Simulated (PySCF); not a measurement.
W(O)2(F)(OMe) (CH₃FO₃W), SMILES C[O][W](=[O])(=[O])[F], multiplicity 1.

Geometry optimised at B3LYP-D3(BJ)/def2-SVP. The multiplicity is an assumed one; no other spin state was optimised. The structure was generated by enumeration; whether it is a known compound was not checked. The def2 effective core potentials stand for the cores of W; spin–orbit coupling is left out. Other conformers were not sampled.

Method: B3LYP-D3(BJ)/def2-SVP in PySCF.

Frequencies are harmonic and unscaled.

```csv
mode,ν (cm⁻¹),IR (km/mol),Raman (Å⁴/amu),depolarisation,moving atoms (share of kinetic energy)
1,26,3.7,1.1,0.75,"O 44 %, C 28 %, H 20 %"
2,90,4.9,1.3,0.49,"C 32 %, F 23 %, O 23 %, H 18 %"
3,94,0.0,0.0,–,H 97 %
4,193,14.3,1.1,0.67,"F 45 %, O 37 %, C 8 %"
5,219,13.9,0.9,0.75,"F 44 %, O 42 %, W 13 %"
6,268,5.4,3.0,0.75,O 92 %
7,295,10.7,0.5,0.60,"O 77 %, W 12 %"
8,353,3.4,3.1,0.74,O 93 %
9,583,53.5,6.9,0.17,"O 40 %, C 36 %, W 14 %, H 10 %"
10,698,110.1,2.2,0.08,"F 88 %, W 11 %"
11,997,192.7,5.7,0.75,"O 89 %, W 11 %"
12,1030,120.7,24.7,0.02,O 92 %
13,1164,0.4,1.9,0.75,"H 78 %, C 18 %"
14,1165,129.3,5.6,0.37,"H 49 %, C 25 %, O 25 %"
15,1185,250.1,9.9,0.07,"O 44 %, H 29 %, C 27 %"
16,1465,8.3,23.2,0.75,H 97 %
17,1466,1.6,16.8,0.61,H 92 %
18,1466,15.0,12.5,0.71,H 92 %
19,3023,45.2,184.4,0.02,H 98 %
20,3116,13.7,67.2,0.75,"H 90 %, C 10 %"
21,3130,10.8,119.1,0.65,"H 90 %, C 10 %"
```
